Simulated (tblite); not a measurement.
Here is a computed GFN2-xTB geometry (Å):
```
atom  x, y, z in Å
C1     3.9024    0.3884   -0.3311
C2     2.5803   -0.1961   -0.2408
C3     1.5021   -0.7138   -0.1545
C4     0.1733   -1.2673   -0.0444
Si5   -1.1266   -0.0793   -0.7560
S6    -0.7517    1.9439   -0.1074
O7    -2.5251   -0.5882   -0.1282
C8    -3.7583    0.0723   -0.1293
H9     3.8387    1.4741   -0.2553
H10    4.3635    0.1281   -1.2836
H11    4.5311    0.0172    0.4781
H12   -0.0409   -1.4767    1.0064
H13    0.1347   -2.2146   -0.5832
H14   -1.1467   -0.0447   -2.2184
H15    0.5665    1.8455   -0.1515
H16   -4.4174   -0.4488    0.5648
H17   -4.1960    0.0559   -1.1293
H18   -3.6387    1.1104    0.1873
```

Neutral, closed shell.

Q: Which heavy atoms are bonded, and with what formal order?

A: C1–C2 1.45 Å (single); C2–C3 1.20 Å (triple); C3–C4 1.44 Å (single); C4–Si5 1.90 Å (single); Si5–S6 2.16 Å (single); Si5–O7 1.62 Å (single); O7–C8 1.40 Å (single). Bonds to hydrogen (Å): C1–H9 1.09; C1–H10 1.09; C1–H11 1.09; C4–H12 1.09; C4–H13 1.09; Si5–H14 1.46; S6–H15 1.32; C8–H16 1.09; C8–H17 1.09; C8–H18 1.09.

Q: Which species is it?

A: `CC#CC[Si@H](S)OC`, C5H10OSSi. Among its features: alkyne, Si–H bond and C–Si bond.

Q: Name the point group.

A: C1 (no symmetry element, even within 0.4 Å).

Q: Classify the heavy atoms.

A: C1: propargylic carbon; C2: alkyne carbon; C3: alkyne carbon; C4: sp3 carbon bound to silicon; Si5: oxygen-bound silicon; S6: sulfur bonded to Si and H; O7: silyl ether oxygen; C8: methoxy carbon.

Q: What is the arrangement about C1?

A: It has 4 neighbours (C2, H9, H10, H11) and is tetrahedral (angles from 108.7° to 110.1°).

Q: What is the arrangement about C3?

A: It has 2 neighbours (C2, C4) and is almost linear (angle 177.0°).
